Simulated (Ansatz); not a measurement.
Calculated with Ansatz (gas phase, PBE0-D4/def2-TZVP geometries, no zero-point term in ΔE). CCSD(T)/CBS adds triple-zeta CCSD(T) − MP2 to the extrapolated MP2 energy (def2 sets, frozen cores). DFT in def2-TZVPP. Each species was taken in one conformer, which may not be the lowest.

`C[NH][AlH][Cl]` + `CBBO` → `CBBOC` + `[NH2][AlH][Cl]`  (substitution at a C–N bond)

Is it downhill or uphill in electronic energy at CCSD(T)/CBS, and by how much? (Best estimate.)

Computed: Uphill: ΔE = +0.07 eV.

What do these levels give: r2SCAN0-D4, PBE0, CAM-B3LYP, CCSD/def2-SVP, MP2/def2-TZVPP, HF/CBS(def2)? (Best estimate.)

The calculation gave: r2SCAN0-D4 0.06, PBE0 0.08, CAM-B3LYP 0.04, CCSD/def2-SVP 0.11, MP2/def2-TZVPP 0.09, HF/CBS(def2) 0.01 eV.

Largest T1 diagnostic among the species: 0.013.

At CCSD(T), def2-SVP lies +0.05 eV from the extrapolated value and def2-TZVPP −0.00 eV. Leaving LDA and LC-ωPBE aside and taking each functional with its dispersion term where it has one, the values, not all of them listed here, spread over 0.05 eV, from CAM-B3LYP-D4 to PBE-QIDH. In def2-TZVPP, CCSD(T) changes the Hartree–Fock value by +0.05 eV (the triples alone add +0.00 eV) and MP2 by +0.07 eV.
